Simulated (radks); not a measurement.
Results of a calculation; reference values are marked as such.
The thulium ion Tm4+, 65 electrons, occupied as [Xe] 4f9 6s2 (not the ground configuration). Level of theory: Dirac Kohn-Sham, LDA (Slater exchange, Perdew-Wang correlation), spin-unpolarised, spherical densities, finite nucleus; open shells fill j = l - 1/2 first; Fermi nuclear charge, rms radius 5.2256 fm (a radial shooting solver on a logarithmic mesh with Libxc functionals).

Spin-orbit splittings of the eigenvalues, e(l+1/2) - e(l-1/2), with zeta = 2 splitting/(2l+1) and mean radii in bohr:

| shell | occ. | splitting (eV) | zeta (eV) | <r> j=l-1/2 | <r> j=l+1/2 |
|---|---|---|---|---|---|
| 2p | 6 | 978.7 | 652.5 | 0.07011 | 0.07750 |
| 3p | 6 | 206.5 | 137.7 | 0.2105 | 0.2244 |
| 3d | 10 | 45.13 | 18.05 | 0.1975 | 0.2018 |
| 4p | 6 | 47.68 | 31.78 | 0.5027 | 0.5337 |
| 4d | 10 | 8.826 | 3.530 | 0.5558 | 0.5663 |
| 4f | 9 | 1.502 | 0.4291 | 0.6563 | 0.6636 |
| 5p | 6 | 8.014 | 5.343 | 1.236 | 1.314 |
| 5d | 0 | 0.9908 | 0.3963 | 1.655 | 1.685 |
| 6p | 0 | 1.694 | 1.129 | 2.790 | 2.920 |
